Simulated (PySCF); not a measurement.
Al(All)(F)(OH) (C3H6AlFO), SMILES C=C[CH2][Al]([OH])[F].

The structure is a stationary point at B3LYP-D3(BJ)/def2-SVP. One conformer was computed; it need not be the lowest.

All values below come from TDDFT-PBE/def2-SVPD (PySCF 2.14.0).

Vertical excitations. Gas-phase values at a fixed geometry.

**Question.** Estimate the UV-visible absorptions. (The exact figures need the calculation; the answer reports its results.)

**Answer.** 
```json
[
 {"state": "S1", "energy (eV)": "4.69", "λ (nm)": "264", "f": "0.046", "main pairs": "HOMO→LUMO 75 %, HOMO→LUMO+1 24 %"},
 {"state": "S2", "energy (eV)": "5.53", "λ (nm)": "224", "f": "0.144", "main pairs": "HOMO→LUMO+1 46 %, HOMO→LUMO+2 38 %, HOMO→LUMO 14 %"},
 {"state": "S3", "energy (eV)": "6.15", "λ (nm)": "202", "f": "0.060", "main pairs": "HOMO→LUMO+2 47 %, HOMO→LUMO+3 19 %, HOMO→LUMO+1 16 %"},
 {"state": "S4", "energy (eV)": "6.38", "λ (nm)": "194", "f": "0.068", "main pairs": "HOMO→LUMO+3 69 %"},
 {"state": "S5", "energy (eV)": "6.40", "λ (nm)": "194", "f": "0.014", "main pairs": "HOMO−1→LUMO 83 %"},
 {"state": "S6", "energy (eV)": "6.64", "λ (nm)": "187", "f": "0.016", "main pairs": "HOMO−2→LUMO 73 %, HOMO→LUMO+4 14 %"},
 {"state": "S7", "energy (eV)": "6.72", "λ (nm)": "184", "f": "0.032", "main pairs": "HOMO→LUMO+4 73 %"},
 {"state": "S8", "energy (eV)": "6.86", "λ (nm)": "181", "f": "0.017", "main pairs": "HOMO−1→LUMO+1 78 %"},
 {"state": "S9", "energy (eV)": "6.94", "λ (nm)": "179", "f": "0.044", "main pairs": "HOMO−3→LUMO 56 %, HOMO→LUMO+5 27 %"},
 {"state": "S10", "energy (eV)": "7.01", "λ (nm)": "177", "f": "0.013", "main pairs": "HOMO→LUMO+5 68 %, HOMO−3→LUMO 12 %"},
 {"state": "T1", "energy (eV)": "3.89", "λ (nm)": "319", "f": "0", "main pairs": "HOMO→LUMO 73 %, HOMO→LUMO+1 22 %"},
 {"state": "T2", "energy (eV)": "4.61", "λ (nm)": "269", "f": "0", "main pairs": "HOMO→LUMO+1 72 %, HOMO→LUMO 25 %"},
 {"state": "T3", "energy (eV)": "5.44", "λ (nm)": "228", "f": "0", "main pairs": "HOMO→LUMO+2 92 %"},
 {"state": "T4", "energy (eV)": "6.08", "λ (nm)": "204", "f": "0", "main pairs": "HOMO−1→LUMO 96 %"}
]
```
Triplets are in the Tamm–Dancoff approximation, which puts them higher than full response would, so one can lie above its singlet here.
